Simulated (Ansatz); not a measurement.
Pulling on the Pb1–H2 bond in H3NPb (SMILES [NH2][PbH]) (multiplicity 1 held, fragments rigid). Energies count from the point at 1.865 Å.
Geometry at that point (charge 0, multiplicity 1):
```xyz
5

Pb    -0.057     0.135     0.166
H     -0.745     1.245    -1.165
N      0.564    -1.280    -1.300
H      0.429    -1.174    -2.294
H      1.035    -2.146    -1.082
```

Restricted levels (R-, RO-) in cc, def2 and unpolarised 6-31G sets keep to the state of the molecule at rest. Unrestricted levels (U-) break spin symmetry where that is lower. Active spaces are followed from a long bond inwards. Levels need not reach the same state.

Correlated levels freeze the cores. Filled d and f shells under p-block atoms count as core.

Programs: Ansatz (an electronic-structure program). Each number belongs to the level named beside it. In def2 rows elements past Kr take small-core potentials, without spin–orbit coupling.

Energies in kcal/mol.

```tsv
R (Å)	R-HF/def2-SVP	U-MP2/def2-SVP	R-CCSD/def2-SVP	U-CCSD/def2-SVP	R-CCSDT(Q)/def2-SVP	FIC-MRCISD+Q on CASSCF(2,2)/def2-SVP
1.492	24.3	25.2	26.0	26.0	26.1	26.0
1.678	4.2	4.7	5.1	5.1	5.2	5.1
1.865	0.0	0.0	0.0	0.0	0.0	0.0
2.051	3.7	3.3	2.7	2.7	2.6	2.7
2.238	11.3	10.4	9.1	9.1	8.8	8.9
2.517	25.4	27.8	20.9	21.2	20.2	20.3
2.797	40.0	40.0	32.3	33.1	31.1	31.3
3.263	62.1	48.5	46.9	47.6	44.6	44.8
3.729	80.4	51.3	55.5	53.9	52.0	52.2
4.289	97.7	52.3	60.1	55.8	55.5	55.6
5.035	114.3	52.7	61.9	56.2	56.7	56.8
5.967	127.0	52.7	62.4	56.3	57.0	57.0
```

Doubts at one or more of the structures used: a restricted determinant that unrestricted orbitals would lower (R-HF/def2-SVP, R-CCSD/def2-SVP, R-CCSDT(Q)/def2-SVP); a spin-contaminated determinant (U-MP2/def2-SVP, U-CCSD/def2-SVP); T1 above 0.05 (R-CCSD/def2-SVP, U-CCSD/def2-SVP, R-CCSDT(Q)/def2-SVP); other coupled-cluster roots lie near (R-CCSD/def2-SVP, R-CCSDT(Q)/def2-SVP).
